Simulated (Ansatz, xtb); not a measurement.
**Two isomers of C3H3BrF2O**

Structure a is `O=C(Br)[C@H](F)CF`, a singlet and structure b is `O=CCC(F)(F)Br`, a singlet. Both are isolated molecules in the gas phase, relaxed with PBE0-D3(BJ)/def2-SVP, each in the lowest conformer that the search found.

a (Å):

```yaml
atoms:
  - { symbol: C, position_ang: [0.2338, 0.0097, 0.7705] }
  - { symbol: C, position_ang: [0.0319, 1.1087, -0.2663] }
  - { symbol: C, position_ang: [-1.0125, 0.6716, -1.2731] }
  - { symbol: Br, position_ang: [0.1617, 0.6145, 2.6026] }
  - { symbol: F, position_ang: [-0.3078, 2.2967, 0.2888] }
  - { symbol: F, position_ang: [-0.9876, 1.5079, -2.3480] }
  - { symbol: O, position_ang: [0.4308, -1.1219, 0.4857] }
  - { symbol: H, position_ang: [1.0033, 1.2192, -0.7842] }
  - { symbol: H, position_ang: [-2.0089, 0.7078, -0.8011] }
  - { symbol: H, position_ang: [-0.7936, -0.3592, -1.5931] }
```

b (Å):

| atom | x (Å) | y (Å) | z (Å) |
| --- | --- | --- | --- |
| C | -2.6242 | 0.9501 | 0.0059 |
| C | -1.1137 | 0.9775 | -0.0911 |
| C | -0.4348 | -0.1608 | 0.6246 |
| Br | -1.0044 | -1.8866 | -0.1010 |
| F | 0.8901 | -0.0742 | 0.5140 |
| F | -0.7364 | -0.1446 | 1.9282 |
| O | -3.3377 | 1.4221 | -0.8327 |
| H | -3.0366 | 0.4847 | 0.9360 |
| H | -0.8100 | 1.0043 | -1.1459 |
| H | -0.7585 | 1.9070 | 0.3906 |

Question: Which of the two would you expect CCSD(T)/def2-SVP + ΔMP2/def2-TZVPP electronic energies to favour?

Answer: Structure b; the calculation gives E(b) − E(a) = −0.054 eV.

How the difference moves with the method:

```
                             level              geometry  E(b) − E(a) (eV)  departure from the last row (eV)  job, with rough time for the two
                          GFN2-xTB              GFN2-xTB              +0.246                            +0.300              optimisation, 0.17 s
                         HF/STO-3G              GFN2-xTB              −0.131                            −0.077              single point, 0.38 s
                r2SCAN-D4/def2-SVP              GFN2-xTB              −0.109                            −0.055               single point, 3.2 s
              PBE0-D3(BJ)/def2-SVP  PBE0-D3(BJ)/def2-SVP              −0.065                            −0.011                optimisation, 51 s
                       HF/def2-SVP  PBE0-D3(BJ)/def2-SVP              −0.112                            −0.058           part of the CCSD(T) run
                      MP2/def2-SVP  PBE0-D3(BJ)/def2-SVP              −0.112                            −0.058           part of the CCSD(T) run
                  CCSD(T)/def2-SVP  PBE0-D3(BJ)/def2-SVP              −0.117                            −0.063                      single point
CCSD(T)/def2-SVP + ΔMP2/def2-TZVPP  PBE0-D3(BJ)/def2-SVP              −0.054                                                  single point, 71 s
```

As drawn, both hold the same kinds of bond in the same numbers.

GFN2-xTB puts the two in the other order. The largest departure from CCSD(T)/def2-SVP + ΔMP2/def2-TZVPP is that of GFN2-xTB, 0.300 eV. The last row adds to CCSD(T) the change of the MP2 difference between the two basis sets, here +0.063 eV.

With thermal terms from frequencies at re-optimised GFN2-xTB minima (ideal gas, soft modes damped towards free rotors, one conformer each, 298.15 K, 1 atm): on the last row, ΔE + ΔZPE = −0.094, ΔH = −0.089, ΔG = −0.093 eV.

The correlated steps freeze 15 core orbitals; the filled d shell of Br is correlated, in a basis made for valence electrons. Mirror images aren't counted in ΔG. Run with Ansatz 0.2.0, xtb 6.7.1; the last row on 4 threads of Arm Neoverse V2 on a shared host.
